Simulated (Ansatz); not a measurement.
`F/C(Br)=C/Br` → 2 Br• + 2 C• + F• + H•  (atomization)

Computed with Ansatz on PBE0-D4/def2-TZVP structures; ΔE is electronic, products minus reactants. CCSD(T)/CBS is the MP2 limit (def2-TZVPP, def2-QZVPP) plus CCSD(T) − MP2 in def2-TZVPP, frozen cores. This one scheme is used for every species, atoms too. DFT in def2-TZVPP. No spin–orbit coupling; open shells (•) take unrestricted orbitals. Spin–orbit coupling would lower the free atoms: a little for C, F; clearly for Br. For Br outer-core shells are correlated without core-valence functions, so the limit isn't a true one: a few kJ/mol of doubt a bond, and 10 to 20 or more in all where bonds break to atoms. Scalar relativity is left out up to krypton.

| species | r2SCAN-D4 energy (Eh) |
| --- | --- |
| `F/C(Br)=C/Br` | -5324.88971 |
| Br• | -2574.09258 |
| C• | -37.83292 |
| F• | -99.72763 |
| H• | -0.49993 |

Work out ΔE.

ΔE = 2 × (-2574.09258) + 2 × (-37.83292) + (-99.72763) + (-0.49993) − (-5324.88971) = 0.81115 Eh = +2129.7 kJ/mol. CCSD(T)/CBS gives +2104.1 kJ/mol.

Largest T1 diagnostic among the species: 0.009.

From PBE to PBE0 (25 % exact exchange), in def2-TZVPP and without D4, ΔE moves by −87.3 kJ/mol: exact exchange takes away binding that semilocal exchange gives to molecules. The D4 term adds +28.8 kJ/mol with B3LYP and +14.8 kJ/mol with PBE0; it sums over pairs of atoms, weighted by their polarisabilities, and B3LYP, whose exchange is more repulsive, gets the larger term.

B3LYP here is the variant with VWN-RPA as its local correlation; programs differ in this.

For atomizations the MP2-based limit and the directly extrapolated one differ by several kJ/mol either way, and by 10 to 25 for some Ge, Se and Sn compounds, so smaller differences from it don't rank the levels.
